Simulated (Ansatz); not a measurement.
```yaml
crystal:
  periodic: [false, false, false]
  atoms:
    - {symbol: C, position_ang: [-1.802931, 0.041339, -0.753430]}
    - {symbol: Al, position_ang: [0.110226, 0.121370, -0.393217]}
    - {symbol: C, position_ang: [1.129097, -1.377709, 0.347781]}
    - {symbol: O, position_ang: [0.304230, 1.462956, 1.100235]}
    - {symbol: Cl, position_ang: [1.228875, 1.407495, -1.740057]}
    - {symbol: H, position_ang: [-2.358858, -0.389184, 0.085716]}
    - {symbol: H, position_ang: [-2.221926, 1.030715, -0.958276]}
    - {symbol: H, position_ang: [-2.011874, -0.581398, -1.629257]}
    - {symbol: H, position_ang: [2.163664, -1.113202, 0.589796]}
    - {symbol: H, position_ang: [0.666046, -1.791859, 1.250676]}
    - {symbol: H, position_ang: [1.181618, -2.198779, -0.374698]}
    - {symbol: H, position_ang: [0.871743, 1.147492, 1.813151]}
    - {symbol: H, position_ang: [0.760487, 2.205967, 0.676378]}
basis:
  gaussian: {orbitals: STO-3G}
total_charge: 1
magnetization: {spin_polarized: true, initial_magnetization: 1}
hamiltonian: {xc: {name: HF}}
correlation: {method: mp2, frozen_orbitals: {C: 0}}
output: {forces: true}
```

```sh
$ ansatz run in.yaml --threads 4 --pin off --events-out ev --progress --plain --max-ram 10444MiB
```

Problem. How does Ansatz answer? (An estimate is asked.)

Solution. Computed: The input was rejected before any iteration.
```
Functional definition: HF
Error: "frozen_orbitals" has no count for Al
```
